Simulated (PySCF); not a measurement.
CH₆BeOSi, singlet, geometry from GFN2-xTB (such geometries of metal compounds can be far from the true shape). Base run: B3LYP/6-31G, polarisability run with PySCF.

The PySCF input:
```python
from pyscf import gto, scf, dft
from pyscf.prop import polarizability

mol = gto.M(
    atom='''
Be   -0.69858411    0.52374108    0.87465819
C    -1.67494864    1.25573915    2.09710976
H    -1.98124201    0.56974348    2.88401200
H    -2.60356862    1.68053276    1.72182834
H    -1.18505414    2.07549526    2.61828548
O     0.09573398   -0.07177349   -0.11986317
Si    1.00766192   -0.75546228   -1.26163728
H     0.10390917   -1.51607488   -2.12606836
H     1.96735790   -1.62130614   -0.57473139
H     1.66948728    0.33287014   -1.98279009
''',
    basis='6-31g',
    verbose=4,
)

mf = dft.RKS(mol)
mf.xc = 'b3lyp'
mf.kernel()
alpha = mf.Polarizability().polarizability()[2, 2]
print('alpha_zz =', alpha)
```

Variants of this job, named by their change:

```csv
change,alpha_zz (bohr³),basis functions,core-seconds (rough)
base,47.36,52,8
functional = camb3lyp,46.16,52,20
basis = def2-SVPD,60.50,127,40
finite field (a.u.) = 0.001; conv_tol = 1e-6,47.21,52,9
basis = def2-SVP,51.67,85,20
finite field (a.u.) = 0.005; conv_tol = 1e-11,47.37,52,9
finite field (a.u.) = 2e-4; conv_tol = 1e-6,46.71,52,5
basis = 6-31G*,48.14,72,20
finite field (a.u.) = 0.05; conv_tol = 1e-11,49.33,52,10
basis = cc-pVDZ,53.25,90,20
functional = hf,41.33,52,1
finite field (a.u.) = 0.001; conv_tol = 1e-11,47.36,52,10
```

Finite-field rows take the second difference of the energy in a field along z; a small field with loose convergence shows SCF noise divided by the square of the field, and a large one adds hyperpolarisability.
